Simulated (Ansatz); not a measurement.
Ansatz (an electronic-structure program) input:
A basis named .json is the Basis Set Exchange file of that set.

Ansatz 0.2 input:
```yaml
crystal:
  periodic: [false, false, false]
  atoms:
    - {symbol: Au, position_ang: [0.04597234, 0.01909712, 0.03720549]}
    - {symbol: Cl, position_ang: [-0.31724161, 1.56534713, -1.58194313]}
    - {symbol: O, position_ang: [0.13658963, -2.37897596, 2.01246298]}
    - {symbol: C, position_ang: [0.11142928, -1.51462772, 1.30901599]}
basis:
  gaussian:
    orbitals: def2-QZVPP.json
hamiltonian:
  xc: pbe
total_charge: 1
magnetization: {spin_polarized: true, initial_magnetization: 1}
correlation: {method: rpa, electrons: outside_noble_gas}
```

Question: Which total energy does the run end on?

Answer: -708.23158 Eh (RPA@PBE/def2-QZVPP). The basis has 272 functions.

The spin state was set by rule; other spins were not relaxed.
